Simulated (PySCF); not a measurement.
C3H4O2Si, SMILES O=C1C=C[SiH2]O1. Geometry optimised at PBE0-D3(BJ)/def2-SVP. This is a generated structure with no PubChem entry under its InChIKey; it may be hypothetical.

Problem. Give the equilibrium geometry at PBE0-D3(BJ)/def2-SVP (PySCF confirms it by a frequency run) as a Z-matrix, and its point group. (The exact figures need the calculation; the answer reports its results.)

Solution. point group Cs.
```
C
C 1 1.3421
H 1 1.0923 2 122.81
H 2 1.0936 1 126.22 3 0.00
C 2 1.5008 4 117.28 1 180.00
O 5 1.1946 2 125.49 4 0.00
O 5 1.3583 6 123.01 2 180.00
Si 7 1.7023 5 112.97 6 180.00
H 8 1.4867 7 110.43 5 -118.75
H 8 1.4867 9 110.49 7 122.47
```
